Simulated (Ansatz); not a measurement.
`[SiH3][O][GeH]` + NH₃ → `[NH2][GeH]` + `O[SiH3]`  (ligand exchange at a Ge–O bond)

Calculated with Ansatz (gas phase, PBE0-D4/def2-TZVP geometries, no zero-point term in ΔE). CBS: MP2 limit from def2 TZ/QZ plus the TZ coupled-cluster correction, frozen cores. This one scheme is used for every species. DFT in def2-TZVPP. For Ge outer-core shells are correlated without core-valence functions, which leaves a few kJ/mol of doubt a bond. Scalar relativity is left out up to krypton.

```json
{"level": "LDA (SPW92)", "ΔE (eV)": "-0.01"}
{"level": "revPBE-D4", "ΔE (eV)": "0.10"}
{"level": "r2SCAN0", "ΔE (eV)": "0.08"}
{"level": "MP2/def2-QZVPP", "ΔE (eV)": "0.12"}
```

Q: What does CCSD(T)/CBS give? (Best estimate.)

A: The calculation gave: +0.12 eV. The listed levels differ from it by -0.13, -0.02, -0.04, 0.00 eV.

Largest T1 diagnostic among the species: 0.015.

The D4 term adds +0.04 eV with B3LYP and +0.02 eV with PBE0; it sums over pairs of atoms, weighted by their polarisabilities, and B3LYP, whose exchange is more repulsive, gets the larger term. Leaving LDA and LC-ωPBE aside and taking each functional with its dispersion term where it has one, the values, not all of them listed here, spread over 0.09 eV, from PBE-D4 to BHLYP-D4. LDA lies −0.08 eV from PBE without D4. In def2-TZVPP, CCSD(T) changes the Hartree–Fock value by −0.06 eV (the triples alone add −0.01 eV) and MP2 by −0.07 eV.

B3LYP here is the variant with VWN-RPA as its local correlation; programs differ in this.
